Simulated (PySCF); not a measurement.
C2H7BO, SMILES CBOC. Atoms are numbered in the order given.

```xyz
11

B     -0.4530    -0.5278     0.0000
H     -1.6526    -0.3025     0.0000
C      0.1143    -1.9860     0.0000
H     -0.2629    -2.5377     0.8782
H     -0.2629    -2.5377    -0.8782
H      1.2131    -2.0247     0.0000
O      0.3946     0.5195     0.0000
C     -0.0335     1.8557     0.0000
H      0.3613     2.3676    -0.8915
H      0.3613     2.3676     0.8915
H     -1.1337     1.9316     0.0000
```
Charge 0, spin multiplicity 1.

Geometry optimised at PBE0-D3(BJ)/def2-SVP. The values are those of a single conformer.

Calculation: PBE/def2-TZVP in PySCF.

Symmetry labels are those of the subgroup Cs that the program uses (full group Cs).

Computed valence orbital energies around the gap with their symmetry:
| orbital | symmetry | energy (eV) |
|---|---|---|
| HOMO−7 | A' | -11.45 |
| HOMO−6 | A" | -11.22 |
| HOMO−5 | A' | -10.10 |
| HOMO−4 | A" | -9.49 |
| HOMO−3 | A' | -8.91 |
| HOMO−2 | A' | -8.20 |
| HOMO−1 | A" | -7.52 |
| HOMO | A' | -6.88 |
| LUMO | A" | -0.77 |
| LUMO+1 | A' | 0.57 |
| LUMO+2 | A' | 0.91 |
| LUMO+3 | A' | 1.76 |
